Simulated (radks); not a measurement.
Results of a calculation; reference values are marked as such.
Task: Se+, configuration [Ar] 3d9.5 4s2 4p3.5 (fractional occupations, a model configuration). Code: a radial shooting solver on a logarithmic mesh with Libxc functionals. Model: Dirac Kohn-Sham, PBE, spin-unpolarised, spherical densities, point nucleus; open shells fill j = l - 1/2 first. Some entries of the table are withheld. Estimate them.

orbital,occ.,eigenvalue (hartree),<r^2> (bohr^2)
1s1/2,2,-460.0502,0.002616
2s1/2,2,(1),0.04521
2p1/2,2,-53.63092,(2)
2p3/2,4,-52.09654,(3)
3s1/2,2,-8.45459,0.3761
3p1/2,2,-6.37417,(4)
3p3/2,4,-6.15578,(5)
3d3/2,4,-2.57125,(6)
3d5/2,5.5,-2.53742,(7)
4s1/2,2,-1.03529,3.328
4p1/2,2,-0.61014,4.786
4p3/2,1.5,-0.59248,4.957

Result: 
(1) 2s1/2 eigenvalue (hartree): -59.70931
(2) 2p1/2 <r^2> (bohr^2): 0.03486
(3) 2p3/2 <r^2> (bohr^2): 0.03632
(4) 3p1/2 <r^2> (bohr^2): 0.3932
(5) 3p3/2 <r^2> (bohr^2): 0.4072
(6) 3d3/2 <r^2> (bohr^2): 0.4727
(7) 3d5/2 <r^2> (bohr^2): 0.4789
